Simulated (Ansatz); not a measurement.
CH6AlGa, relaxed with RKS PBE0-D4/def2-TZVP in Ansatz from a PBE-D4/def2-SVP geometry. The force threshold is 0.005 eV/Å; the program also tests the step.

The species carries charge 0 and has multiplicity 1. The bonds changed during the relaxation, so this is another structure than the one it started from.

Start:

```xyz
9

C    -1.175   -1.049   -0.081
Ga    2.172    1.940    0.150
Al    0.287    0.256    0.020
H    -1.386   -1.333   -1.133
H    -0.923   -1.976    0.476
H    -2.110   -0.637    0.353
H     1.889    0.031   -0.499
H     0.911    0.978    1.425
H     0.334    1.789   -0.711
```

```csv
step,energy (eV),largest force (eV/Å),largest move (Å)
1,-60099.1514,0.467,0.000
2,-60099.1693,0.134,0.016
3,-60099.1706,0.032,0.011
4,-60099.1707,0.004,0.004
```

End:

```xyz
9

C    -1.168   -1.043   -0.080
Ga    2.155    1.924    0.148
Al    0.283    0.253    0.019
H    -1.372   -1.325   -1.117
H    -0.920   -1.953    0.472
H    -2.089   -0.634    0.343
H     1.872    0.035   -0.496
H     0.907    0.968    1.411
H     0.332    1.775   -0.701
```

Run time 18 s (2 threads of an Arm Neoverse V1 on a shared host); peak host memory 0.35 GiB.
